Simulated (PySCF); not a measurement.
Species: C5H4F2O.
Atom-mapped SMILES: `[CH2:1]=[C:2]([F:3])/[C:4]([F:5])=[CH:6]\[CH:7]=[O:8]` (hydrogens: H9, H10 on C1; H11 on C6; H12 on C7)

Method: PBE0-D3(BJ)/def2-SVP geometry optimisation, gas phase in PySCF 2.14.0; density fitting, grid level 2; the optimiser is geomeTRIC in internal coordinates, started from a GFN2-xTB structure.

Step 0: E = -12706.2053 eV
```
atom  x, y, z in Å  |  force x, y, z in eV/Å
C1     -2.3150   -0.3675   -0.2558    0.220   0.084  -0.047
C2     -1.0408   -0.3274    0.1231    0.049  -0.403   0.608
F3     -0.6600   -0.9927    1.2297    0.049   0.324  -0.455
C4      0.0164    0.3931   -0.5713   -0.223   0.436  -0.718
F5     -0.4546    1.0262   -1.6641    0.111  -0.353   0.546
C6      1.3265    0.5217   -0.3092    0.028  -0.126   0.198
C7      2.0873   -0.0546    0.7980   -0.122  -0.056   0.041
O8      3.2702    0.1319    0.9338    0.334   0.117  -0.054
H9     -2.6471    0.1541   -1.1336   -0.075   0.313  -0.487
H10    -3.0369   -0.9252    0.3129   -0.326  -0.334   0.381
H11     1.9081    1.1255   -0.9947    0.154   0.234  -0.291
H12     1.5255   -0.6750    1.5113   -0.200  -0.235   0.279
```

Step 1: E = -12706.1908 eV
```
atom  x, y, z in Å  |  force x, y, z in eV/Å
C1     -2.3159   -0.3763   -0.2606   -0.097  -0.086  -0.021
C2     -1.0492   -0.2993    0.1478    0.044   0.396   0.047
F3     -0.6658   -0.8265    1.3062    0.069  -0.243  -0.021
C4      0.0057    0.4197   -0.5721    0.034  -0.513  -0.049
F5     -0.4473    0.9310   -1.7090   -0.075   0.341   0.020
C6      1.3153    0.5499   -0.2843   -0.048   0.176  -0.006
C7      2.0866   -0.0869    0.7902    0.092   0.020   0.009
O8      3.2597    0.1592    0.9502   -0.044  -0.011   0.030
H9     -2.6330    0.1575   -1.1557    0.056  -0.176  -0.082
H10    -3.0386   -0.9669    0.3056   -0.012   0.143   0.065
H11     1.8965    1.1921   -0.9544    0.014  -0.111  -0.035
H12     1.5656   -0.8433    1.4164   -0.034   0.065   0.043
```

Step 2: E = -12706.2275 eV
```
atom  x, y, z in Å  |  force x, y, z in eV/Å
C1     -2.3097   -0.3810   -0.2480    0.029  -0.026  -0.012
C2     -1.0347   -0.3027    0.1374   -0.087   0.125  -0.088
F3     -0.6261   -0.8777    1.2661   -0.054  -0.060  -0.012
C4      0.0101    0.4170   -0.5927    0.118  -0.068   0.021
F5     -0.4527    1.0118   -1.6873   -0.121   0.010   0.065
C6      1.3206    0.5443   -0.3075    0.087   0.003  -0.003
C7      2.0682   -0.0816    0.7912    0.022  -0.117   0.150
O8      3.2417    0.1372    0.9820   -0.021   0.079  -0.111
H9     -2.6324    0.1125   -1.1628    0.012  -0.023  -0.025
H10    -3.0291   -0.9413    0.3505   -0.003   0.033   0.019
H11     1.9138    1.1657   -0.9850   -0.012  -0.007  -0.005
H12     1.5100   -0.7942    1.4362    0.030   0.051   0.002
```

Step 3: E = -12706.2316 eV
```
atom  x, y, z in Å  |  force x, y, z in eV/Å
C1     -2.3246   -0.3713   -0.2653    0.019  -0.002  -0.047
C2     -1.0546   -0.3092    0.1389   -0.024   0.016   0.065
F3     -0.6739   -0.8990    1.2700    0.102  -0.037   0.000
C4      0.0078    0.4020   -0.5733   -0.027  -0.103   0.072
F5     -0.4671    0.9994   -1.6615    0.067   0.092  -0.025
C6      1.3198    0.5283   -0.2898   -0.065   0.010  -0.101
C7      2.1024   -0.0778    0.7965   -0.036   0.033  -0.034
O8      3.2756    0.1762    0.9378   -0.007  -0.029   0.023
H9     -2.6265    0.1273   -1.1844   -0.002  -0.021  -0.010
H10    -3.0597   -0.9235    0.3211    0.002   0.021   0.023
H11     1.8999    1.1510   -0.9770    0.010   0.007  -0.005
H12     1.5805   -0.7933    1.4672   -0.040   0.013   0.040
```

**Question.** Estimate the geometry and energy of step 4. (The exact step hangs on the optimiser's Hessian estimate; all steps are aligned on step 3, rigid shifts and turns removed.)

**Answer.** E = -12706.2353 eV, largest force 0.172 eV/Å
```
atom  x, y, z in Å  |  force x, y, z in eV/Å
C1     -2.3175   -0.3727   -0.2604    0.005  -0.024   0.049
C2     -1.0445   -0.3163    0.1347    0.023  -0.009  -0.061
F3     -0.6390   -0.9331    1.2433   -0.057   0.006   0.005
C4      0.0094    0.4020   -0.5809   -0.002   0.070   0.031
F5     -0.4677    1.0325   -1.6500   -0.005  -0.022  -0.039
C6      1.3221    0.5227   -0.3039   -0.096  -0.100  -0.017
C7      2.0825   -0.0762    0.8017    0.050   0.114  -0.118
O8      3.2591    0.1646    0.9367    0.058  -0.080   0.102
H9     -2.6265    0.1258   -1.1773    0.005   0.026   0.015
H10    -3.0497   -0.9193    0.3347   -0.003  -0.021  -0.007
H11     1.9105    1.1343   -0.9941    0.000   0.019   0.034
H12     1.5409   -0.7543    1.4958    0.022   0.021   0.004
```

The energy changes by -0.0037 eV. The first-order estimate −F·Δx gives -0.0121 eV and the mean of the old and new forces, exact on a quadratic surface, -0.0036 eV. The step makes an angle of 64° with the force vector and moves no atom by more than 0.062 Å.

What follows is the cost of the whole optimisation. On one thread of an Arm Neoverse V1, no GPU, shared host, this took 66 s wall and 0.72 GiB of memory at its peak.
